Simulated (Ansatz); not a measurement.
Harmonic frequencies (cm⁻¹) at PBE0-D4/def2-TZVP from Ansatz: 161, 261, 365, 404, 448, 581, 688, 718, 795, 879, 892, 953, 1028, 1179, 1838, 2317, 3455, 3906.

Each molecule was computed in one conformer, which needn't be the lowest.

**Question.** Which molecule is it?
A. `O[SiH]1[SiH2]S1`
B. `N=C1O[SiH]1O`
C. `N[SiH]1OC1=O`
D. `O=C=N[SiH2]O`

**Answer.** B.
